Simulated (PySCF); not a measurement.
Computed properties of B(F)2(NMe2) (C₂H₆BF₂N), SMILES CN(C)B(F)F

C₂H₆BF₂N, SMILES CN(C)B(F)F. Coordinates come from a B3LYP-D3(BJ)/def2-SVP optimisation. One conformer was computed; it need not be the lowest. All values are computed for the isolated molecule unless a solvent is named; none is compared with measurement here.

**Structure.** The optimised structure has C2v symmetry. All 30 harmonic modes at B3LYP-D3(BJ)/def2-SVP (PySCF) are real, so it is a minimum. With heavy atoms numbered as in [B:1]([F:2])([F:3])[N:4]([CH3:5])[CH3:6], the shortest bond between them is B1–F2 at 1.336 Å and the longest N4–C6 at 1.450 Å.

**Vibrations.** The strongest infrared lines (harmonic, unscaled, degenerate partners summed) lie at 1604 cm⁻¹ (424 km/mol, N 37 %, B 37 %, H 23 %), 1402 cm⁻¹ (217 km/mol, B 54 %, H 24 %, F 15 %), 1229 cm⁻¹ (137 km/mol, H 39 %, B 27 %, C 16 %, F 10 %, N 8 %). The softest mode is at 126 cm⁻¹ and the zero-point energy is 58.3 kcal/mol.

**Electronic structure.** B3LYP/def2-TZVP (PySCF) places the frontier levels at -7.15 and 0.47 eV, a gap of 7.62 eV, and gives a dipole moment of 2.65 D and a mean polarisability of 46.9 bohr³. PBE/def2-TZVP (PySCF) at the same geometry gives -5.99 and 0.04 eV, so its gap is 1.59 eV narrower. An orbital gap is neither the optical nor the fundamental gap.

**Excitations.** TDDFT-M06-2X/def2-SVPD (PySCF) has S1 at 6.70 eV (185 nm, f = 0.002, weak); the most intense of the 10 singlets computed lies at 8.32 eV (f = 0.28). T1 (TDA) is at 6.66 eV. TDDFT-PBE/def2-SVPD (PySCF) puts S1 at 5.78 eV. No vertical singlet excitation falls in the visible range (under 3.1 eV).

**NMR.** GIAO shifts at PBE0/pcSseg-1 (PySCF) (non-relativistic, atoms alike by connectivity averaged): ¹³C at 38.6 ppm against TMS; ¹H at 2.9 ppm against TMS; ¹⁹F at -145.0 ppm against CFCl3; ¹¹B at 5.5 ppm against BF3.
